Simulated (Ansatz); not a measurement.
`CC=N` and `CC(=N)BCl` differ in one atom or group.

Ansatz, PBE0-D4/def2-TZVP geometries, multiplicity 1. Each molecule was computed in one conformer, which needn't be the lowest.

| property | `CC=N` |
| --- | --- |
| LUMO energy (ωB97M-V/def2-TZVPP) / eV | 2.32 |
| size of the dipole moment (ωB97M-V/def2-TZVPP) / D | 2.54 |
| HOMO–LUMO gap (ωB97M-V/def2-TZVPP) / eV | 12.29 |
| HOMO–LUMO gap (B3LYP/def2-TZVPP) / eV | 7.07 |
| size of the dipole moment (B3LYP/def2-TZVPP) / D | 2.53 |
| HOMO energy (PBE/def2-TZVPP) / eV | -6.01 |

Q: What does the change do to each property? (An estimate is asked.)

A: The calculation gave: 
```tsv
property	`CC(=N)BCl`	shift
LUMO energy (ωB97M-V/def2-TZVPP) / eV	-0.22	-2.54
size of the dipole moment (ωB97M-V/def2-TZVPP) / D	2.19	-0.35
HOMO–LUMO gap (ωB97M-V/def2-TZVPP) / eV	9.82	-2.47
HOMO–LUMO gap (B3LYP/def2-TZVPP) / eV	4.90	-2.17
size of the dipole moment (B3LYP/def2-TZVPP) / D	2.19	-0.34
HOMO energy (PBE/def2-TZVPP) / eV	-6.16	-0.15
```

With PBE0 the HOMO falls by 0.12 eV and the LUMO falls by 2.38 eV, so the gap narrows by about 2.26 eV. PBE moves the HOMO by -0.15 eV and ωB97M-V by -0.07 eV. The zero-point energy changes by 11.5 kJ/mol with +6 modes. Dipoles are sizes alone; their direction can turn.

B3LYP here is the variant with VWN-RPA as its local correlation; programs differ in this.
